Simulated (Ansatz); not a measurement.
The same path of C2H10OSi2 (15 atoms, charge 0, multiplicity 1) was run twice with different band settings. The coordinate that changes most is the dihedral H13–Si4–O5–H15.

The calculation used RKS LDA/def2-SVP (Ansatz).

Relaxed end points:

```xyz
15
Properties=species:S:1:pos:R:3
C -0.989 -0.344 1.175
C 0.240 0.111 0.396
Si 1.448 -1.299 0.114
Si -0.271 0.887 -1.229
O -1.466 2.031 -1.008
H -1.730 0.480 1.280
H -0.736 -0.711 2.194
H -1.513 -1.174 0.649
H 0.806 0.892 0.961
H 2.677 -0.832 -0.624
H 0.784 -2.385 -0.697
H 1.875 -1.895 1.433
H 0.945 1.478 -1.908
H -0.901 -0.161 -2.104
H -1.191 2.872 -0.601
```

```xyz
15
Properties=species:S:1:pos:R:3
C -0.961 -0.337 1.208
C 0.283 0.106 0.446
Si 1.447 -1.330 0.117
Si -0.187 0.974 -1.132
O -1.315 2.117 -0.679
H -1.661 0.514 1.359
H -0.715 -0.764 2.205
H -1.520 -1.121 0.647
H 0.865 0.854 1.038
H 2.666 -0.890 -0.656
H 0.732 -2.395 -0.677
H 1.898 -1.942 1.421
H 1.030 1.603 -1.771
H -0.786 -0.016 -2.110
H -1.797 2.575 -1.388
```

Common settings: movable images 7; climbing image yes; spring 5.0 eV/Å²; optimiser quadratic models (default); start path IDPP; force threshold 0.05 eV/Å; end points relaxed.

| run | iteration limit |
| --- | --- |
| 1 | 60 |
| 2 | 10 |

Question: What does each run give, and how far can it be trusted?

Answer: Run 1: converged after 7 iterations, highest image 0.015 eV above the first end. A vibrational analysis at the climbing image gives one clearly imaginary mode, 199i cm⁻¹: a first-order saddle point.
Run 2: converged after 7 iterations, highest image 0.015 eV above the first end. Another band between the same ends (7 images) ends at a top of the same energy, where a vibrational analysis finds 1 clearly imaginary mode.
